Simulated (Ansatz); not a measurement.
Coupled-cluster diagnostics for the cluster Si4Cl2, Ansatz.

Geometry of the singlet (B3LYP-D4/def2-SVP):

Cartesian coordinates in Å:
```
Si 0.856 -0.819 0.581
Si -0.854 0.821 -0.583
Si 0.344 -1.011 -1.730
Si -0.348 1.010 1.728
Cl -1.018 -2.238 -0.123
Cl 1.020 2.238 0.126
```

Correlated methods freeze 30 core orbitals. The structure comes from a short search, and lower isomers may exist.

Task: Estimate the CCSD(T) correlation energy, the shares of MP2 and (T), T1 and the reference's ⟨S²⟩ for: charge 0, singlet, own geometry in def2-TZVPP; and the rough time on 4 threads of Arm Neoverse N1 on a shared host.

Result: 
| state | basis | correlation (eV) | MP2 share (%) | (T) share (%) | T1 | ⟨S²⟩ (pure) | wall time | remarks |
| --- | --- | --- | --- | --- | --- | --- | --- | --- |
| charge 0, singlet, own geometry | def2-TZVPP | -25.127 | 88.6 | 6.3 | 0.019 | 0.00 (0.00) | 3.4 min | restricted SCF unstable |
Customary marks for T1 are 0.02 (closed shells), 0.045 (open shells) and about 0.05 (3d metals). T1 stays under 0.02 throughout.
